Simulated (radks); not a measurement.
Problem. The tin ion Sn2+, 48 electrons, occupied as [Ar] 3d10 4s2 4p4 4d10 5s2 5p2 (not the ground configuration). Calculated with a radial shooting solver on a logarithmic mesh with Libxc functionals: Dirac Kohn-Sham, PBE, spin-unpolarised, spherical densities, finite nucleus; open shells fill j = l - 1/2 first; Fermi nuclear charge, rms radius 4.6519 fm. Some entries of the table are withheld. Estimate them.

orbital,occ.,eigenvalue (eV),r(max) (bohr)
1s1/2,2,-29035.23,0.01877
2s1/2,2,-4415.192,0.1062
2p1/2,2,-4127.152,(1)
2p3/2,4,-3896.425,(2)
3s1/2,2,-883.0010,0.3077
3p1/2,2,-765.9028,0.2940
3p3/2,4,-723.7372,0.3043
3d3/2,4,-516.6987,0.2493
3d5/2,6,-507.9914,0.2522
4s1/2,2,-168.3433,(3)
4p1/2,2,(4),0.7656
4p3/2,2,(5),0.7891
4d3/2,4,(6),0.8589
4d5/2,6,(7),0.8673
5s1/2,2,-31.3164,1.830
5p1/2,2,-22.2504,2.074
5p3/2,0,-21.3083,2.142
6s1/2,0,-10.1251,4.374

Solution. 
(1) 2p1/2 r(max) (bohr): 0.08179
(2) 2p3/2 r(max) (bohr): 0.08631
(3) 4s1/2 r(max) (bohr): 0.7417
(4) 4p1/2 eigenvalue (eV): -128.8385
(5) 4p3/2 eigenvalue (eV): -120.9114
(6) 4d3/2 eigenvalue (eV): -58.0117
(7) 4d5/2 eigenvalue (eV): -56.8203
